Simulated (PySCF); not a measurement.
BeC⁺: one state, many levels of theory

State: ⁴Σ⁻ (quartet), unpaired electrons σ ↑, π ↑↑. Set-up: PySCF, spin-free X2C with a Gaussian nucleus, basis sets Be jorge-DZP-DKH, C jorge-DZP-DKH. De refers to Be⁺ + C in their high-spin ground configurations, without counterpoise correction. The functionals are run spin-unrestricted. A positive dipole points towards C; it is taken about the centre of mass and depends on that origin.

```csv
Level,Re (Å),ωe (cm⁻¹),De (eV),μ (D)
UHF,1.574,1182,1.97,-6.08
UHF-MP2,1.590,1134,2.46,n/a
UHF-SCS-MP2,1.588,1135,2.19,n/a
UHF-CCSD,1.596,1111,2.38,n/a
UHF-CCSD(T),1.600,1097,2.43,n/a
PBE,1.606,1064,2.94,-5.14
TPSS,1.603,1079,2.89,-5.27
r²SCAN,1.597,1101,2.94,-5.44
PBE0,1.589,1119,2.79,-5.44
B97-3,1.586,1128,2.65,-5.58
M06,1.586,1142,2.86,-5.56
LC-ωPBE,1.579,1157,2.74,-5.66
```

Question: Which functional lies closest to UHF-CCSD(T) in De, which farthest, and by how much do they differ from it?

Answer: Closest is B97-3 (-1.4 pm in Re, +2.8 % in ωe, +0.22 eV in De against UHF-CCSD(T) in the same basis), farthest PBE (+0.6 pm in Re, -3.0 % in ωe, +0.51 eV in De). CCSD(T) converges more slowly with the basis than the functionals do and binds too weakly in this one, so the order can change at the basis-set limit.

Question: What does a quarter of exact exchange do here, going from PBE to PBE0?

Answer: PBE0 less PBE: -1.7 pm in Re, +5.2 % in ωe, -0.15 eV in De. Exact exchange removes part of the self-interaction that spreads semilocal densities, and in most molecules shortens and stiffens the bond and lowers De; so it does here.

Question: What does the step from GGA to meta-GGA do here, going from PBE to r²SCAN?

Answer: r²SCAN less PBE: -0.9 pm in Re, +3.5 % in ωe, +0.00 eV in De. 

Correlated steps freeze 1 core orbital. Correlated levels converge slowly with the basis: in double zeta they bind strong bonds too weakly, by up to about 1 eV, and carry superposition errors of some tenths. For an ion De counts to the pair picked by the measured ionisation energies or electron affinities, which need not be the lowest pair at this level. The state was picked by a PBE0 search and need not be the measured ground state.
